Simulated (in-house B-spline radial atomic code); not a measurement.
The numbers below are computed, except where a source is named.
## Stopping of slow ions oscillates with Z: Sc to As at r_s = 2

A nucleus sits in a uniform electron gas with a rigid positive background. The Kohn-Sham equations are solved self-consistently in the spin-unpolarised LDA (PW92), non-relativistic, on B-splines with outgoing waves at the boundary and partial waves to l = 8. The model has no lattice, no bands and no magnetic solution. Atomic units; δ_l are the phase shifts at the Fermi level, counted so that each bound state adds π, and good to about 0.0005.

The density parameter is r_s = 2 bohr, near that of the valence electrons of Si (4 per atom, density 2.33 g/cm³, mass 28.09 u, which gives r_s = 2.01). The friction coefficient Q = n k_F σ_tr gives dE/dx = Q v for slow ions.

```
ion   δ0/π   δ1/π   δ2/π   δ3/π  σ_tr (bohr²)  Q (a.u.)
 Sc  2.698  1.895  0.407  0.009         68.79    1.9698
 Ti  2.736  1.925  0.484  0.007         71.40    2.0445
  V  2.770  1.950  0.565  0.006         67.39    1.9297
 Cr  2.801  1.972  0.646  0.005         56.89    1.6290
 Mn  2.832  1.993  0.727  0.006         42.41    1.2143
 Fe  2.865  2.016  0.804  0.007         27.69    0.7928
 Co  2.903  2.045  0.876  0.008         16.21    0.4642
 Ni  2.951  2.084  0.938  0.011          9.68    0.2773
 Cu  3.010  2.137  0.989  0.014          7.84    0.2246
 Zn  3.080  2.205  1.030  0.017          9.62    0.2754
 Ga  3.152  2.283  1.064  0.020         14.10    0.4037
 Ge  3.224  2.366  1.095  0.022         20.32    0.5819
 As  3.293  2.451  1.127  0.024         27.18    0.7782
```

**Question.** Where are the largest and smallest frictions, and what do the phase shifts say there?

**Answer.** Largest: Ti, Q = 2.0445; smallest: Cu, Q = 0.2246, a ratio of 9.1. For the largest δ2/π = 0.48: the d resonance is about half filled and sits at the Fermi level, where it scatters most. For the smallest the differences δ_l − δ_(l+1), measured from the nearest multiple of π, are 0.13π, 0.15π, 0.02π; σ_tr grows with the sines of these.

**Question.** At equal speed, Lindhard and Scharff's formula, with silicon as an example target, scales as Z^(7/6)/(Z^(2/3) + 14^(2/3))^(3/2). How does its rise from the first ion to the last compare?

**Answer.** It rises smoothly by 0.9151/0.7095 = 1.29, while Q changes by 0.778/1.970 = 0.40. The statistical formula averages over shells, so it can't show the oscillation.
